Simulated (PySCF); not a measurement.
[Nb(OH)3(NH2)2] (charge 0, multiplicity 1)

Level of theory: TPSSh-D3(BJ)/def2-TZVP // PBE-D3(BJ)/def2-SVP (PySCF).

| Item | Result |
|---|---|
| HOMO | -6.06 eV |
| dipole moment | 2.53 D |
| HOMO–LUMO gap | 4.25 eV |
| LUMO | -1.80 eV |
| charge on the central atom (Mulliken) | 1.88 e |
| total energy | -396.7301 Ha |
| cost | roughly 11 core-minutes |

```xyz
13

Nb    -0.3166    -0.1283    -0.2899
O     -1.5098    -0.7479    -1.6640
H     -1.6338    -0.3613    -2.5477
O     -0.6696    -1.4089     1.0785
H     -0.3959    -1.6339     1.9824
O      0.3513     1.3444    -1.3462
H      1.0112     2.0282    -1.1443
N      1.5911    -0.7708    -0.2589
H      1.9348    -1.5565     0.3002
H      2.3492    -0.3698    -0.8175
N     -0.9353     1.2811     1.0074
H     -1.3262     1.0916     1.9345
H     -0.9233     2.2876     0.8223
```
